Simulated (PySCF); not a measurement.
States of one metal complex from SC-NEVPT2 in the d shell, PySCF, above the ground state:

```tsv
2S+1	degeneracy	energy / cm⁻¹	f (electric dipole)
3	1	0	–
3	2	1222	0
1	1	9017	–
1	1	9045	–
1	2	10260	–
1	1	10570	–
1	1	21927	–
3	1	30102	0
3	2	31706	0
3	2	37556	0
1	1	39331	–
1	2	39885	–
```

Question: Which of these complexes, all computed at model or optimised geometries, gave the data?
A. [VCl4]- (d2, tetrahedral)
B. [MoF6]2- (d2, octahedral)
C. [NiI4]2- (d8, tetrahedral)
D. [Ni(H2O)6]2+ (d8, octahedral)

Answer: B. [MoF6]2- (d2, octahedral) has 3A2g (from 3T1g), then 3Eg (from 3T1g) at 1222, 1B2g (from 1T2g) at 9017 cm⁻¹ (NEVPT2). The others: [NiI4]2- (d8, tetrahedral) has 3A'' (from 3T1), then 3A'' (from 3T1) at 1107, 3A' (from 3T1) at 1158 cm⁻¹ (NEVPT2); [VCl4]- (d2, tetrahedral) has 3A2, then 3T2 at 6786, 3T1 at 11300 cm⁻¹ (NEVPT2); [Ni(H2O)6]2+ (d8, octahedral) has 3A2g-like, then 3T2g-like at 9341, 3T2g-like at 9502 cm⁻¹ (NEVPT2).

The d shell alone is too small an active space for [MoF6]2- (an active orbital has only 0.67 squared overlap with the free ion's shell): its levels, fitted parameters, g values and moments show what this model gives and aren't sound predictions.

On [MoF6]2-: No frequencies were computed for the optimised geometry. Charge-transfer states lie outside this active space and may come lower than some of these levels. NEVPT2 on the d shell alone tends to put d–d bands too high for such charged or covalently bound ions.
